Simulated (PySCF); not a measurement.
LiBe: energy against distance

Set-up: basis Li def2-SVPD, Be def2-SVPD; no relativity; PySCF 2.14. Energies in eV from Li + Be in their ground configurations at the same level. All curves are PBE0. state 1: ²Σ⁺ (doublet), unpaired electrons σ ↑; state 2: doublet, unpaired electrons π ↑, a second solution, started from another occupation; state 3: ⁴Π (quartet), unpaired electrons σ ↑↑, π ↑, a second solution, started from another occupation.

```json
{"R (Å)": "2.236", "state 1": "-0.3821", "state 2": "0.0378", "state 3": "1.7471"}
{"R (Å)": "2.340", "state 1": "-0.4786", "state 2": "0.0426", "state 3": "1.6794"}
{"R (Å)": "2.444", "state 1": "-0.5322", "state 2": "0.0796", "state 3": "1.6447"}
{"R (Å)": "2.522", "state 1": "-0.5511", "state 2": "0.1231", "state 3": "1.6353"}
{"R (Å)": "2.600", "state 1": "-0.5560", "state 2": "0.1767", "state 3": "1.6368"}
{"R (Å)": "2.678", "state 1": "-0.5501", "state 2": "0.2380", "state 3": "1.6469"}
{"R (Å)": "2.782", "state 1": "-0.5300", "state 2": "0.3280", "state 3": "1.6701"}
{"R (Å)": "2.912", "state 1": "-0.4917", "state 2": "0.4483", "state 3": "1.7096"}
{"R (Å)": "3.068", "state 1": "-0.4359", "state 2": "0.5963", "state 3": "1.7645"}
{"R (Å)": "3.276", "state 1": "-0.3576", "state 2": "0.7870", "state 3": "1.8397"}
```

Q: Put a parabola through the three lowest points of the state 1 curve and estimate Re, k and ωe (reduced mass 3.945 u; 1 eV/Å² = 0.16022 mdyn/Å; ωe = 1302.8·√(k/μ) cm⁻¹).

A: Through R = 2.522, 2.6, 2.678 Å the second-order coefficient is 0.888 eV/Å², so Re ≈ 2.596 Å, k ≈ 0.284 mdyn/Å and ωe ≈ 350 cm⁻¹. A polynomial fit of higher order to the unrounded PBE0 energies gives Re = 2.593 Å, k = 0.290 mdyn/Å, ωe = 353 cm⁻¹; anharmonicity and rounding make the difference.

The higher-order fit for each curve: state 1: Re = 2.593 Å, ωe = 353 cm⁻¹, De = 0.56 eV; state 3: Re = 2.548 Å, ωe = 338 cm⁻¹, minimum 1.63 eV above the ground-state fragments. State 2 gave no clean fit.

The state was picked by a PBE0 search and need not be the measured ground state.
